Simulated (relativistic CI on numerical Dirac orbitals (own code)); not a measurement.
Spin-allowed bands of a d8 ion in an octahedral site, by hand

Problem. Take Δ = 7300 cm⁻¹ and B = 380 cm⁻¹ for a d8 ion in an octahedral site. Calculate the three spin-allowed bands.

Working.
1. The terms of highest spin are 3F (energy 0) and 3P (15B = 5700 cm⁻¹). Here the F term splits into A2 at −1.2Δ = -8760, T2 at −0.2Δ = -1460 and T1 at +0.6Δ = 4380 cm⁻¹.
2. The two T1 states mix through the element 0.4Δ: H = [[4380, 2920], [2920, 5700]], with roots ½(H₁₁ + H₂₂) ∓ ½√[(H₂₂ − H₁₁)² + 4H₁₂²] = ½(10080) ∓ ½(5987) = 2046 and 8034 cm⁻¹.
3. The ground term is 3A2 at -8760 cm⁻¹.
4. Bands: 3T2 7300 cm⁻¹ (1370 nm), 3T1(F) 10806 cm⁻¹ (925 nm), 3T1(P) 16794 cm⁻¹ (595 nm).

Check. Exact diagonalisation of the whole d8 shell with these parameters gives 3T2 7300, 3T1 10806, 3T1 16794 cm⁻¹. The match is exact, since without spin-orbit coupling no other term has this spin. The ratio of the second band to the first, 1.480, depends on Δ/B = 19.2 alone, which is how a Tanabe-Sugano diagram is read.
